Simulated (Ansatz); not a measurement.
Total energies of [Co(H2O)6]2+ (CoO6H12²⁺) from Ansatz at PBE0-D4/def2-TZVP, gas phase (1 Eh = 27.2114 eV = 2625.5 kJ/mol). The reference geometry is relaxed at r2SCAN-D4/def2-SVP.

```csv
state,geometry,energy (Eh)
charge 2 quartet,reference,-1840.40625
charge 3 quintet,reference,-1839.73259
charge 1 triplet,reference,-1840.69683
```

Other spin states of the ions weren't run at this level and may lie lower.

Q: Work out the vertical ionisation energy to the quintet.

A: E(charge 3 quintet) − E(charge 2 quartet) = -1839.73259 − (-1840.40625) = 0.67366 Eh = 18.33 eV. For comparison, −ε of the highest occupied level of the spin that leaves is 16.11 eV at this level, 2.22 eV less.

Q: Work out the vertical electron affinity, to the triplet.

A: E(charge 2 quartet) − E(charge 1 triplet) = -1840.40625 − (-1840.69683) = 0.29058 Eh = 7.91 eV.

Q: Give the fundamental gap IE − EA, the Mulliken electronegativity (IE + EA)/2 and the hardness (IE − EA)/2.

A: From the values in Eh: IE − EA = 0.67366 − 0.29058 = 0.38308 Eh = 10.42 eV; (IE + EA)/2 = 13.12 eV; (IE − EA)/2 = 5.21 eV.

  The doublet lies 1.01 eV above the quartet at this level but is left out (at the level of its geometry, ⟨S²⟩ 1.50, where a pure state has 0.75).
